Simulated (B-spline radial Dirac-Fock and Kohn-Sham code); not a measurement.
Dipole and non-dipole photoemission parameters of F 1s

System: neutral fluorine, [He] 2s2 2p5; threshold 696.7 eV (tabulated edge). Calculated with a B-spline atomic structure program, using Dirac-Hartree-Slater photoionisation with a Latter tail; cross sections with all multipoles, angular parameters from the dipole term and its interference with E2.

For linearly polarised light dσ/dΩ = σ/(4π) [1 + β P₂(cos θ) + (δ + γ cos²θ) sin θ cos φ], with θ from the polarisation vector and φ the angle between the beam and the projection of the electron momentum on the plane normal to the polarisation.

| hν (eV) | σ (kb) | β | γ |
| --- | --- | --- | --- |
| 751 | 353 | 2.000 | -0.012 |
| 784 | 322 | 2.000 | 0.032 |
| 800 | 306 | 2.000 | 0.051 |
| 1000 | 175 | 2.000 | 0.239 |
| 1440 | 67.5 | 2.000 | 0.495 |
| 1486.9 | 61.9 | 2.000 | 0.517 |
| 1500 | 60.4 | 2.000 | 0.523 |
| 1610 | 49.9 | 2.000 | 0.571 |
| 1920 | 30.8 | 2.000 | 0.694 |
| 4000 | 3.75 | 2.000 | 1.265 |
| 4020 | 3.70 | 2.000 | 1.269 |
| 4320 | ? | ? | ? |
| 4700 | 2.32 | 2.000 | 1.408 |
| 5414.7 | 1.52 | 2.000 | 1.542 |
| 7090 | 0.671 | 2.000 | 1.818 |
| 8047.8 | 0.455 | 2.000 | 1.959 |
| 8970 | 0.326 | 2.000 | 2.085 |
| 9040 | 0.318 | 2.000 | 2.095 |
| 12200 | 0.125 | 2.000 | 2.480 |
| 12500 | 0.116 | 2.000 | 2.513 |
| 12900 | 0.105 | 2.000 | 2.557 |
| 15000 | 0.0653 | 2.000 | 2.777 |

Task: Give the values at 4320 eV.

Result: σ = 2.99 kb, β = 2.000, γ = 1.332. For an s subshell δ is negligible.
